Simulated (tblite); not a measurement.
Species: C4H5FNOS (doublet state).
Cartesian coordinates in Å at the GFN2-xTB level; atoms count from 1:
```
atom  x, y, z in Å
C1    -1.8697   -0.2988   -0.2111
C2    -0.6202    0.4637   -0.0337
C3    -0.3348    1.6423   -0.6595
N4    -0.0376    2.6197   -1.2083
S5     0.4959   -0.0688    1.2723
O6     0.0357   -1.3935    1.6564
C7     1.9596   -0.3254    0.0897
F8     3.0743   -0.4815    0.8425
H9    -1.7524   -1.2727    0.2661
H10   -2.7188    0.2117    0.2531
H11   -2.1059   -0.4208   -1.2689
H12    1.7918   -1.2389   -0.4843
H13    2.0778    0.5634   -0.5320
```

Level: GFN2-xTB in tblite, geometry and Hessian alike; calculated harmonic values, unscaled, isolated species. The method is semi-empirical: single wavenumbers can be off by several per cent or more. One conformer, not necessarily the lowest. Open shells enter through the occupations alone, without spin polarisation, and single modes of such species can be off by tens of per cent.

Harmonic wavenumbers (cm⁻¹): 44.3, 71.8, 102.9, 120.4, 147.9, 215.9, 240.5, 280.5, 319.0, 398.9, 444.3, 479.9, 601.1, 620.0, 809.7, 926.4, 974.2, 1065.7, 1100.9, 1151.4, 1171.4, 1188.4, 1333.0, 1376.2, 1381.0, 1427.3, 1442.6, 2225.9, 2944.7, 2969.1, 2991.6, 2997.1, 3007.7.

A = 2288, B = 1374, C = 945.5 MHz; mass 134.008 u (most abundant isotopes); point group C1, symmetry number 1; spin multiplicity 2.

Problem. Zero-point energy?

Solution. ½Σν̃ = 18286 cm⁻¹ = 218.75 kJ/mol.

Problem. Give the ideal-gas entropy at 400 K and 1 bar in the rigid-rotor, harmonic-oscillator model (classical rotation).

Solution. Translation 176.05, rotation 125.30, vibration 157.63, spin (R ln 2) 5.76: S = 464.7 J/(mol K).

Problem. And Cp and H(400 K) − H(0)?

Solution. Cp = 167.35 J/(mol K), of which vibrations give 134.09 (their classical limit is 33 R = 274.4); H(400 K) − H(0) = 44.19 kJ/mol without the zero-point energy, 30.89 from vibrations.

Problem. What must be added to the electronic energy to get the Gibbs energy at 400 K and 1 bar?

Solution. ZPE + [H(400 K) − H(0)] − T·S = 218.75 + 44.19 − 185.90 = 77.04 kJ/mol.

Problem. Which modes carry the vibrational entropy at 400 K?

Solution. 44.3 cm⁻¹: 23.59; 71.8 cm⁻¹: 19.59; 102.9 cm⁻¹: 16.63; 120.4 cm⁻¹: 15.34; 147.9 cm⁻¹: 13.66; 215.9 cm⁻¹: 10.62 J/(mol K); the other 27 give 58.20 together.

Problem. How do the functions run with temperature in this model?

Solution. 
| T (K) | S (J/(mol K)) | Cp (J/(mol K)) | H − H(0) (kJ/mol) | G − H(0) (kJ/mol) | ln q(vib) |
| --- | --- | --- | --- | --- | --- |
| 100 | 299.9 | 81.8 | 5.65 | -24.34 | 1.88 |
| 200 | 367.9 | 116.0 | 15.65 | -57.92 | 4.67 |
| 300 | 420.2 | 143.2 | 28.64 | -97.41 | 7.27 |
| 500 | 504.3 | 187.7 | 61.97 | -190.19 | 11.92 |
| 800 | 602.5 | 229.3 | 125.11 | -356.88 | 17.94 |
| 1000 | 655.7 | 247.1 | 172.84 | -482.82 | 21.47 |

q(vib) and H(0) count from the zero-point level.

Hindered rotation and anharmonicity are outside this model. Other conformers, if any are populated, would add a mixing term that is left out. The structure is chiral; the term R ln 2 for an equal mix with its mirror image is left out.

On an Arm Neoverse V1 with one thread (shared host), this took 0.39 s wall. This covers the Hessian and the dipole derivatives.
